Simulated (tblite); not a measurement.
Compound: C₄H₁₁FN₂Si.
SMILES with atom numbers: `[CH3:1][Si@@H:2]1[NH:3][CH2:4][C@@H:5]([CH2:6][F:7])[NH:8]1` (hydrogens: H9, H10, H11 on C1; H12 on Si2; H13 on N3; H14, H15 on C4; H16 on C5; H17, H18 on C6; H19 on N8)

Computed with GFN2-xTB (tblite), gas phase: L-BFGS steps from a force-field or distance-geometry start until the largest atomic force falls under 0.01 eV/Å.

Step 31: E = -721.3726 eV
```
atom  x, y, z in Å  |  force x, y, z in eV/Å
C1     -2.5635    0.5878   -0.6413   -0.002   0.027  -0.007
Si2    -1.1520   -0.6497   -0.8990   -0.006  -0.082   0.114
N3     -0.6997   -1.3215    0.6209    0.019   0.004   0.099
C4      0.5543   -0.8278    1.1268    0.011   0.000  -0.024
C5      0.8486    0.4459    0.2987   -0.022  -0.071   0.030
C6      2.3386    0.7323    0.2437   -0.097  -0.077   0.081
F7      2.6096    1.9036   -0.4212   -0.019  -0.136   0.063
N8      0.2929    0.2856   -1.0263   -0.072   0.125  -0.022
H9     -3.3815    0.1465   -0.0808   -0.037   0.057  -0.056
H10    -2.9563    0.9958   -1.5653   -0.038  -0.083  -0.033
H11    -2.1631    1.4204   -0.0680   -0.149   0.042   0.042
H12    -1.3102   -1.6799   -1.9153   -0.023  -0.006  -0.129
H13    -1.1365   -2.0501    1.1536    0.033  -0.010  -0.021
H14     1.3728   -1.5582    0.9846   -0.131   0.039   0.067
H15     0.4719   -0.5926    2.1972    0.123  -0.006  -0.140
H16     0.3060    1.2748    0.7735    0.170   0.048  -0.022
H17     2.8353   -0.0837   -0.3009    0.109   0.188   0.064
H18     2.7438    0.8344    1.2563    0.098  -0.008  -0.066
H19     0.9794    0.1454   -1.7447    0.033  -0.052  -0.042
```

Step 32: E = -721.3798 eV
```
atom  x, y, z in Å  |  force x, y, z in eV/Å
C1     -2.5655    0.5849   -0.6462   -0.049   0.021   0.011
Si2    -1.1520   -0.6505   -0.8968    0.057  -0.045   0.042
N3     -0.6984   -1.3173    0.6231   -0.113  -0.112   0.169
C4      0.5558   -0.8276    1.1267   -0.013   0.013  -0.005
C5      0.8500    0.4461    0.3058   -0.013  -0.018  -0.093
C6      2.3393    0.7268    0.2452   -0.024  -0.030   0.046
F7      2.6124    1.8989   -0.4181   -0.033  -0.096   0.067
N8      0.2908    0.2934   -1.0208   -0.020   0.062  -0.105
H9     -3.3850    0.1427   -0.0907   -0.062   0.017  -0.016
H10    -2.9627    0.9871   -1.5698   -0.012  -0.055  -0.073
H11    -2.1766    1.4204   -0.0697   -0.121   0.045   0.024
H12    -1.3034   -1.6835   -1.9166   -0.018   0.038  -0.077
H13    -1.1468   -2.0383    1.1619    0.099   0.072  -0.072
H14     1.3678   -1.5583    0.9817   -0.026  -0.036   0.029
H15     0.4847   -0.5954    2.1959    0.070   0.010  -0.052
H16     0.3136    1.2789    0.7815    0.163   0.026  -0.013
H17     2.8355   -0.0820   -0.3084    0.094   0.123   0.067
H18     2.7540    0.8248    1.2537    0.088  -0.009  -0.038
H19     0.9768    0.1580   -1.7460   -0.069  -0.027   0.089
```

Step 33: E = -721.3873 eV
```
atom  x, y, z in Å  |  force x, y, z in eV/Å
C1     -2.5760    0.5791   -0.6567   -0.074   0.008   0.024
Si2    -1.1498   -0.6462   -0.8925    0.068   0.002  -0.033
N3     -0.7011   -1.3043    0.6308   -0.176  -0.123   0.173
C4      0.5592   -0.8271    1.1271   -0.027  -0.002   0.011
C5      0.8551    0.4483    0.3169    0.009   0.020  -0.188
C6      2.3446    0.7187    0.2463    0.059   0.005   0.008
F7      2.6196    1.8930   -0.4112   -0.043  -0.030   0.062
N8      0.2902    0.3064   -1.0105   -0.029   0.018  -0.125
H9     -3.3968    0.1305   -0.1095   -0.072  -0.024   0.021
H10    -2.9778    0.9713   -1.5822    0.031  -0.032  -0.098
H11    -2.2074    1.4207   -0.0753   -0.096   0.036  -0.007
H12    -1.2884   -1.6879   -1.9112   -0.014   0.089  -0.032
H13    -1.1628   -2.0122    1.1750    0.108   0.057  -0.054
H14     1.3611   -1.5616    0.9695    0.059  -0.095  -0.006
H15     0.5052   -0.6063    2.1965    0.027   0.038   0.041
H16     0.3284    1.2846    0.7973    0.154   0.010  -0.007
H17     2.8340   -0.0810   -0.3245    0.078   0.051   0.076
H18     2.7783    0.8056    1.2475    0.054  -0.015  -0.013
H19     0.9748    0.1776   -1.7408   -0.116  -0.012   0.145
```

**Question.** Estimate the geometry and energy of step 34. (The exact step hangs on the optimiser's Hessian estimate; all steps are aligned on step 33, rigid shifts and turns removed.)

**Answer.** E = -721.3961 eV, largest force 0.212 eV/Å
```
atom  x, y, z in Å  |  force x, y, z in eV/Å
C1     -2.5974    0.5687   -0.6742   -0.074  -0.010   0.029
Si2    -1.1455   -0.6358   -0.8858    0.014   0.042  -0.074
N3     -0.7093   -1.2798    0.6458   -0.164  -0.053   0.120
C4      0.5650   -0.8272    1.1272   -0.039  -0.043   0.027
C5      0.8648    0.4529    0.3317    0.044   0.029  -0.205
C6      2.3561    0.7063    0.2468    0.131   0.030  -0.032
F7      2.6314    1.8860   -0.3989   -0.032   0.057   0.048
N8      0.2896    0.3276   -0.9947   -0.045  -0.002  -0.091
H9     -3.4188    0.1069   -0.1389   -0.058  -0.058   0.044
H10    -3.0017    0.9463   -1.6054    0.087  -0.020  -0.094
H11    -2.2591    1.4202   -0.0870   -0.080   0.011  -0.049
H12    -1.2621   -1.6926   -1.8979   -0.014   0.139  -0.004
H13    -1.1872   -1.9675    1.1975    0.081  -0.016   0.004
H14     1.3535   -1.5697    0.9458    0.084  -0.115  -0.031
H15     0.5349   -0.6261    2.1990    0.007   0.067   0.109
H16     0.3535    1.2921    0.8243    0.147  -0.010  -0.016
H17     2.8304   -0.0820   -0.3508    0.064  -0.018   0.087
H18     2.8202    0.7734    1.2367   -0.019  -0.026  -0.011
H19     0.9723    0.2094   -1.7289   -0.135  -0.003   0.139
```

The energy changes by -0.0088 eV. The first-order estimate −F·Δx gives -0.0119 eV and the mean of the old and new forces, exact on a quadratic surface, -0.0088 eV. The step makes an angle of 82° with the force vector and moves no atom by more than 0.056 Å.

What follows is the cost of the whole relaxation. Hardware: one thread of an Intel Xeon at 2.50 GHz, on a shared host. Cost: 2.9 s wall.
